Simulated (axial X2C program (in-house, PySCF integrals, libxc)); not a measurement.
# Worked dissociation energy of CoC: TPSSh, spin-free

Calculated with an axial X2C code built on PySCF integrals. Spin-free means the one-electron spin-free X2C Hamiltonian. Basis: Co dyall-cv3z [9s10p6d3f2g], C dyall-v3z [7s6p2d1f] (cores contracted in-house); Gaussian nuclei, density fitting, unrestricted open shells. Masses: Co 58.933 u, C 12.000 u.

Molecular state: M_S = 1/2, Λ = 2 (beyond evenly filled blocks: δ+α, δ+β, δ-α).

- E(Co) (2M_S = 3, M_L = 0): -1393.274358 hartree
- E(C) (2M_S = 2, M_L = 0): -37.878812 hartree
- E(CoC) at Re: -1431.291931 hartree
- ωe: 759.3 cm⁻¹
- ωexe: 4.46 cm⁻¹

Q: Work out De and D0.

A: De = -1393.274358 + (-37.878812) − (-1431.291931) = 0.13876 hartree = 3.776 eV. The zero-point energy is ωe/2 − ωexe/4 = 379 cm⁻¹ = 0.047 eV, so D0 = 3.729 eV.

The state is one determinant whose occupation by symmetry is held fixed; it was picked as the lowest of a PBE0 search that is not exhaustive. Dissociation energies refer to the lowest single-determinant-based atoms at the same level and basis. Without a current term, density functionals place determinants with orbital angular momentum somewhat too high. The determinant is spin-polarised beyond a pure state at some levels (its spin-free form has ⟨S²⟩ too high), which makes Re and μ there less reliable.

The levels of this run spread widely (ωe from 517 to 759 cm⁻¹), so these constants depend on the method.

Each atomic determinant is the lowest at this level and need not be a pure term. Totals compare only within one Hamiltonian and basis.
